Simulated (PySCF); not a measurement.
C2H7FOSi. Atoms are numbered in the order given.

```xyz
12

C      1.7975    -1.0675    -0.4385
Si     0.4994     0.2308    -0.1142
F      0.6295     0.6937     1.4461
C     -1.2225    -0.4781    -0.3910
O     -2.1708     0.5574    -0.3198
H      1.8005    -1.3660    -1.4988
H      2.8001    -0.6858    -0.1923
H      1.6192    -1.9673     0.1709
H      0.7009     1.4473    -0.9494
H     -1.3884    -1.2706     0.3693
H     -1.2222    -0.9951    -1.3756
H     -3.0504     0.1773    -0.4050
```

Geometry optimised at PBE0-D3(BJ)/def2-SVP. The structure was generated by enumeration; whether it is a known compound was not checked. The values are those of a single conformer.

The numbers are results of PySCF with SMD-ωB97X/def2-SVP, not measurements.

Solvation free energies are E(SMD) − E(gas) at the gas-phase geometry, for 1 M in both phases. In vacuum the dipole moment is 3.06 D.

| solvent | ΔG(solv) (kcal/mol) | its non-electrostatic (CDS) part | dipole (D) |
|---|---|---|---|
| water | -4.6 | 4.2 | 3.97 |
| benzene | -3.3 | -0.9 | 3.37 |
| tetrahydrofuran | -4.8 | -0.2 | 3.65 |
